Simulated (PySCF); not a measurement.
Dipole moment and polarisability of (MgO)2 ring

(MgO)2 ring, Mg2O2.
Cartesian coordinates in Å at the PBE0-D3(BJ)/def2-SVP level; atoms count from 1:
```
atom  x, y, z in Å
Mg1   -0.6240   -0.6620   -0.8074
O2     1.2205   -0.3660   -0.6434
Mg3    0.6240    0.6619    0.8074
O4    -1.2205    0.3660    0.6435
```

Level: B3LYP/def2-SVPD (PySCF), static field, nuclei fixed, core orbitals frozen in the response. The polarisability tensor in these axes (au):

```
x   61.02  7.55  8.92
y    7.55 60.36 10.73
z    8.92 10.73 64.87
```

Q: Diagonalise the tensor; give its mean and Δα, where Δα² is half the sum of the squared differences of the eigenvalues.

A: Principal values 51.63, 54.05 and 80.56 au; mean 62.08 au = 9.20 Å³ = 10.24 × 10⁻⁴⁰ C²·m²/J; Δα = 27.80 au (45 % of the mean).

Q: What is the dipole moment?

A: 0.00 D; point group D2h allows none.

Q: Along which axes do the principal values lie, and how far do the nuclei extend along each?

A: Largest value along (0.51, 0.54, 0.66), where the nuclei span 2.43 Å; middle along (0.86, -0.26, -0.45), 2.85 Å; least along (-0.08, 0.80, -0.60), 0.00 Å. The strongest response doesn't lie along the longest of the three spans.

Q: Find the Langevin capture rate constant for O2+ (31.990 u) meeting this molecule (79.960 u), k = 2.342 × 10⁻⁹ cm³/s × √(α in Å³ / reduced mass in u).

A: The reduced mass is 22.85 u, so k = 1.49 × 10⁻⁹ cm³/s.

Q: What would n − 1 = 2πNα be for an ideal gas of these molecules at 350 K and 1 atm, electronic part alone?

A: N = p/kT = 2.0968 × 10¹⁹ cm⁻³, so n − 1 = 2π × N × 9.20 × 10⁻²⁴ cm³ = 1212 × 10⁻⁶ at long wavelengths, for an ideal gas.

Isolated species at its PBE0-D3(BJ)/def2-SVP geometry, gas phase.
